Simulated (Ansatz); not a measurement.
A CCSD(T) single point on CH6FInOSi.

```yaml
crystal:
  periodic: [false, false, false]
  atoms:
    - {symbol: C, position_ang: [-0.727704, 0.356447, 1.393953]}
    - {symbol: O, position_ang: [0.272859, -0.079068, 0.489830]}
    - {symbol: Si, position_ang: [0.132460, 0.006970, -1.224683]}
    - {symbol: F, position_ang: [-0.205778, -1.350474, -2.039510]}
    - {symbol: In, position_ang: [2.245263, -1.333843, 0.709652]}
    - {symbol: H, position_ang: [-1.722647, 0.206358, 0.970288]}
    - {symbol: H, position_ang: [-0.635723, -0.220159, 2.317288]}
    - {symbol: H, position_ang: [-0.598490, 1.417470, 1.621676]}
    - {symbol: H, position_ang: [-1.275569, 0.540703, -1.205330]}
    - {symbol: H, position_ang: [0.856862, 1.106227, -1.925278]}
    - {symbol: H, position_ang: [1.724069, -0.707831, -1.087287]}
basis:
  gaussian: {orbitals: def2-TZVPP}
correlation: {method: ccsd_t}
output: {orbitals: {seedname: orbitals}}
```

```sh
$ ansatz run in.yaml --threads 4 --pin off --events-out ev --progress --plain --max-ram 10444MiB
```

Log, shortened:

```
Functional definition: HF
1788 factors; integrals over basis functions are off by at most 1.3e-3 eV
mean field evaluation 1: about -18880.4097 eV, gradient 4.1e1 eV
mean field evaluation 2: about -18880.6949 eV, gradient 4.1e1 eV
mean field evaluation 4: about -18884.3675 eV, gradient 4.0e0 eV
mean field evaluation 8: about -18884.4471 eV, gradient 4.6e-1 eV
mean field evaluation 16: about -18884.4482 eV, gradient 1.8e-6 eV
mean field -18884.44816139 eV, -693.9906695922 hartree, gradient 1.8e-6 eV, S^2 0.000000; 0 other end points of the search recorded, 0 dependent functions left out
12 core orbitals not correlated: weight in the atoms' cores, before any rotation towards them, 1.000 or more for the frozen orbitals, at most 0.000 for the correlated occupied ones
reference -18884.44816139 eV, -693.9906695922 hartree; 20, 20 occupied and 237, 237 virtual orbitals, 1788 factors
second order -29.54345421 eV of doubles, -0.00000000 eV of singles
cycle   1  -29.38614088 eV  change    1.6e-1 eV  update   1.3e-1
cycle   2  -30.12880037 eV  change   -7.4e-1 eV  update   3.8e-2
cycle   3  -30.27668825 eV  change   -1.5e-1 eV  update   2.1e-2
cycle   4  -30.26066027 eV  change    1.6e-2 eV  update   5.0e-3
cycle   5  -30.25479655 eV  change    5.9e-3 eV  update   2.2e-3
cycle   6  -30.25546967 eV  change   -6.7e-4 eV  update   7.2e-4
cycle   7  -30.25539752 eV  change    7.2e-5 eV  update   3.3e-4
cycle   8  -30.25525803 eV  change    1.4e-4 eV  update   1.1e-4
cycle   9  -30.25528045 eV  change   -2.2e-5 eV  update   4.4e-5
perturbative correction -0.99741287 eV, -0.0366542471 hartree
Total energy: -18915.70085471 eV, -695.1391848881 hartree
```

Hardware: 4 threads of an Intel Xeon 6975P-C on a shared host. Wall time 83 s, peak host memory 8.4 GiB.

The correlation energy is -31.253 eV, 3.2 % of it from (T); the T1 diagnostic reads 0.0145.
